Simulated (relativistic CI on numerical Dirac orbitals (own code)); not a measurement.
Sm²³⁺: q coefficients and field-shift factors

Computed by Dirac-Coulomb-Breit CI, KLI orbitals optimised for each configuration, derivatives by finite differences, unscaled Slater integrals, QED left out (own radial code, finite nucleus).

Configuration list (outside the closed core [Ar] 3d10): 4s2.4p6.4d3, 4s2.4p5.4d4, 4s2.4p6.4d2.4f, 4s2.4p6.4d.4f2, 4s.4p6.4d4, 4p6.4d5, 4s2.4p6.4d2.5s, 4s2.4p6.4d2.5p. Levels of other configurations are missing.

With x = (α/α₀)² − 1 an excitation energy changes as ω = ω₀ + qx; K = 2q/ω₀ is the relative enhancement. Terms are leading LS components, so labels can repeat. The field-shift factor is F = δν/δ⟨r²⟩ for the transition from the lowest level.

Lowest level 4s2.4p6.4d3 4F_3/2.

| Level | ω₀ (cm⁻¹) | q (cm⁻¹) | K | F (GHz/fm²) |
| --- | --- | --- | --- | --- |
| 4s2.4p6.4d3 4F_5/2 | 35125 | 46610 | 2.65 | 0.762 |
| 4s2.4p6.4d3 4P_3/2 | 53946 | 39530 | 1.47 | 0.502 |
| 4s2.4p6.4d3 4F_7/2 | 54709 | 56130 | 2.05 | 0.923 |
| 4s2.4p6.4d3 2G_9/2 | 62581 | 50370 | 1.61 | 0.908 |
| 4s2.4p6.4d3 4P_1/2 | 63167 | 44750 | 1.42 | 0.504 |
| 4s2.4p6.4d3 4P_5/2 | 96071 | 70810 | 1.47 | 0.893 |
| 4s2.4p6.4d3 2G_7/2 | 96876 | 86720 | 1.79 | 1.38 |
| 4s2.4p6.4d3 2H_9/2 | 103427 | 94090 | 1.82 | 1.68 |
| 4s2.4p6.4d3 2D_3/2 | 112426 | 93750 | 1.67 | 1.22 |
| 4s2.4p6.4d3 2P_1/2 | 118926 | 94960 | 1.6 | 1.41 |
| 4s2.4p6.4d3 2H_11/2 | 129349 | 95190 | 1.47 | 1.85 |
| 4s2.4p6.4d3 2D_5/2 | 133407 | 93650 | 1.4 | 0.998 |
| 4s2.4p6.4d3 2F_5/2 | 141881 | 83700 | 1.18 | 1.23 |

At this charge energies of transitions that change n are usually good to better than 1 %, and those within a shell (Δn = 0) to a few per cent. Terms inside the open d or f shell come out 10 to 20 % too wide with unscaled integrals.
